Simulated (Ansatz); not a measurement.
Wavefunction ladder for CH3AlFNS (`N[C]1(F)[AlH][S]1`)

```xyz
8

N     0.327    0.509    1.331
C     0.434   -0.205    0.114
F     1.446   -1.128    0.264
Al   -0.772   -0.475   -1.387
S     0.793    0.974   -1.333
H    -0.151   -0.027    2.045
H    -0.118    1.406    1.209
H    -1.958   -1.055   -2.243
```

Charge 0, multiplicity 1. The structure was optimised at the PBE0-D4/def2-TZVP level. It is one conformer, not always the lowest. Frozen core, restricted reference, Ansatz. CBS rows extrapolate triple and quadruple zeta; past MP2 they add the triple-zeta difference.

| basis | HF (Eh) | MP2 corr. |
| --- | --- | --- |
| def2-SVP | -832.56169 | -0.67450 |
| def2-TZVPP | -833.02282 | -0.86948 |
| def2-QZVPP | -833.04964 | -0.94202 |

**Question.** Estimate the CCSD correlation energy and the (T) correction in each basis where they were run (hartree).

**Answer.** 
```csv
basis,CCSD corr.,(T)
def2-SVP,-0.71050,-0.02241
def2-TZVPP,-0.89810,-0.03970
CBS(def2),-1.02438,as TZ
```
